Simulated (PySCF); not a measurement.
# Structure from NMR data

The spectra below were simulated for a compound C4H14N2OSi2.

1H NMR (400 MHz, computed): δ 6.56 (m, 1H), 6.36 (m, 1H), 5.99 (m, 1H), 5.60 (d, 1H), 5.21 (d, 1H), 5.16 (d, 1H), 2.62 (s, 6H), 0.13 (br s, 2H).

13C{1H} NMR (computed): δ 145.5 (CH), 142.5 (CH2), 37.5 (CH3).

Isolated molecule, equivalent nuclei averaged, no relativistic terms, single conformer. σ from GIAO-PBE0/pcSseg-1; geometry: GFN2-xTB; PySCF 2.14.0 with density-fitted response routines.

References, each an isolated molecule treated in the same way: 1H (σ = 31.72 ppm) and 13C (σ = 186.93 ppm) against TMS.

Deduce the structure.

Results:


- Rings plus π bonds: 1 (no ring in the answer).
- 3 carbon signals for 4 carbons: some carbons are equivalent by symmetry or fast rotation.
- Carbon types of the structure: 1 × CH, 1 × CH2, 2 × CH3, leaving 5 H on heteroatoms.
- δC 145.5: alkene CH; an sp2 carbon of a C=C bond.
- δC 142.5: terminal =CH2 carbon; the olefinic region.
- δC 37.5: methyl carbon bonded to N; the inductive effect lowers its shielding.
- δH 6.56, 5.99: hydrogen on a terminal =CH2 carbon; attached to an sp2 carbon and in the plane of the double bond.
- δH 6.36: hydrogen on an alkene CH; a vinylic proton, deshielded by the sp2 carbon and the C=C anisotropy.
- δH 2.62: hydrogen on a methyl carbon bonded to N; its carbon carries N, an electronegative neighbour.
- δH 0.13: hydrogen on a nitrogen bonded to Si; labile proton, position sensitive to the medium.

Structure: `InChI=1S/C4H14N2OSi2/c1-4-9(6(2)3)7-8-5/h4,9H,1,5,8H2,2-3H3/t9-/m1/s1`.

The shifts were computed for this structure.

Exchangeable OH/NH protons stand at their gas-phase positions; hydrogen bonding in a real sample shifts them, mostly to higher δ. Shifts are as computed. Against solution values, carbons near 30 ppm lie about +3 ppm off and those near 130 ppm about +5 ppm. Of 1309 compounds with measured shifts, 239 miss one by over three times the rms of a fit or turn the order of signals round; such compounds aren't used in these exercises. Multiplicities follow the n + 1 count of equivalent neighbours, as no J values were calculated; m marks all less simple cases, F and P coupling included.
